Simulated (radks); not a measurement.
Values are calculated unless marked as measured or tabulated.
Q: These are the eigenvalues of the occupied orbitals of an atom or ion with whole-number occupations (eV). Code: a radial shooting solver on a logarithmic mesh with Libxc functionals. Model: scalar-relativistic Kohn-Sham, PBEsol, spin-polarised, spherical densities, finite nucleus; Fermi nuclear charge, rms radius of each element as measured or else 0.836 A^(1/3) + 0.57 fm.

1s up: -44418.10
1s down: -44417.41
2s up: -8035.367
2s down: -8034.966
2p up: -7296.467
2p down: -7295.858
3s up: -2485.595
3s down: -2484.864
3p up: -2251.953
3p down: -2251.131
3d up: -1934.404
3d down: -1933.635
4s up: -1140.728
4s down: -1136.005
4p up: -1053.709

Which element is it, and in what charge state? The configuration may be excited. Open shells, if any, are filled with parallel spins first.

A: Z = 60, neodymium, charge +29: Nd29+ in [Ar] 3d10 4s2 4p1. The list shows which subshells hold electrons but not how many an open one holds; the 1s level, -1632.3 hartree, gives Z - s = 57.1 by -(Z - s)^2/2, which with screening and relativity narrows Z to a few neighbours, and the depths of the outer levels then fix element, charge and occupations together.
